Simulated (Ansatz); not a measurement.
C2H5NSi can be A, `C#C[SiH2]N`, or B, `C1=N[SiH2]C1`.

Gas-phase electronic energies from Ansatz, PBE0-D4/def2-TZVP geometries. CCSD(T)/CBS adds triple-zeta CCSD(T) − MP2 to the extrapolated MP2 energy (def2 sets, frozen cores). DFT in def2-TZVPP. B3LYP here is the variant with VWN-RPA as its local correlation; programs differ in this. One conformer a species, not always the lowest.

(1) Which isomer does CCSD(T)/CBS put lower? Give the gap. (Best estimate.)

(2) Give E(B) − E(A) in kJ/mol with ωB97M-V, B3LYP, LDA (SPW92), PBE0-D4, B3LYP-D4, HF/def2-TZVPP, CCSD/def2-TZVPP. (Estimate.)

(3) Does the order hold for the free energy at 298.15 K (harmonic terms from PBE0-D4)? (An estimate is asked.)

Largest T1 diagnostic: 0.012.

## Answers

(1) Computed: A, by 20.2 kJ/mol.

(2) The calculation gave: ωB97M-V 7.0, B3LYP 20.0, LDA (SPW92) -23.4, PBE0-D4 -10.4, B3LYP-D4 17.6, HF/def2-TZVPP 30.1, CCSD/def2-TZVPP 17.7. The order is the other way round with LDA (SPW92), PBE0-D4.

(3) The calculation gave: Yes: G(B) − G(A) = +29.9 kJ/mol, for one conformer each.

At CCSD(T), def2-SVP lies −22.3 kJ/mol from the extrapolated value and def2-TZVPP −4.8 kJ/mol. Leaving LDA and LC-ωPBE aside and taking each functional with its dispersion term where it has one, the values, not all of them listed here, spread over 33.2 kJ/mol, from HSE06-D4 to B2PLYP. LDA lies −16.4 kJ/mol from PBE without D4.
